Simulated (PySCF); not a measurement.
# Mg (magnesium, neutral): UHF calculation

Configuration: [Ne] 3s1 3p1, high-spin 3P determinant (an excited configuration). Calculation: PySCF 2.14, in aug-cc-pCVQZ-DK (10s9p7d5f3g, 134 functions); scalar relativity by spin-free X2C-1e.

```json
{
 "Total energy": "-199.854336 hartree",
 "One-electron energy": "-279.1708 hartree",
 "Hartree (Coulomb) energy": "95.3933 hartree",
 "Exchange energy": "-16.0768 hartree",
 "⟨S²⟩": "2.0000",
 "⟨L²⟩": "2.040",
 "Sum of ⟨r⟩": "12.89 bohr",
 "Sum of ⟨r²⟩": "35.12 bohr²",
 "Traceless quadrupole moment −½Σ⟨3z² − r²⟩ along its main axis": "-8.75 e·bohr²",
 "Langevin diamagnetic susceptibility": "-27.8 ×10⁻⁶ cm³/mol"
}
```

```json
{"shell": "1s α", "electrons": "1", "mean orbital energy (eV)": "-1338.1", "spread (eV)": "0", "rms radius, mean of both spins (bohr)": "0.151"}
{"shell": "1s β", "electrons": "1", "mean orbital energy (eV)": "-1337.9", "spread (eV)": "0", "rms radius, mean of both spins (bohr)": "0.151"}
{"shell": "2s α", "electrons": "1", "mean orbital energy (eV)": "-104.46", "spread (eV)": "0", "rms radius, mean of both spins (bohr)": "0.755"}
{"shell": "2s β", "electrons": "1", "mean orbital energy (eV)": "-103.98", "spread (eV)": "0", "rms radius, mean of both spins (bohr)": "0.755"}
{"shell": "2p α", "electrons": "3", "mean orbital energy (eV)": "-63.694", "spread (eV)": "0.147", "rms radius, mean of both spins (bohr)": "0.771"}
{"shell": "2p β", "electrons": "3", "mean orbital energy (eV)": "-63.407", "spread (eV)": "0.210", "rms radius, mean of both spins (bohr)": "0.771"}
{"shell": "3s α", "electrons": "1", "mean orbital energy (eV)": "-9.299", "spread (eV)": "0", "rms radius, mean of both spins (bohr)": "3.36"}
{"shell": "3p α", "electrons": "1", "mean orbital energy (eV)": "-5.005", "spread (eV)": "0", "rms radius, mean of both spins (bohr)": "4.37"}
```

Spin-orbit constants ζ (cm⁻¹) from the X2C one-electron operator on these orbitals: bare nucleus, nucleus screened by l(l+1)(2l+1)/3 electrons, and screened by the Breit-Pauli mean field of the electrons.

```
shell   bare  screened nucleus  mean field
   2p   1758              1465        1332
   3p  43.60             36.34       32.04
```

To first order the Landé constant is A = 16.02 cm⁻¹, so the lowest level has J = 0 and lies 0.00397 eV below the centre of the term. This holds in LS coupling only.
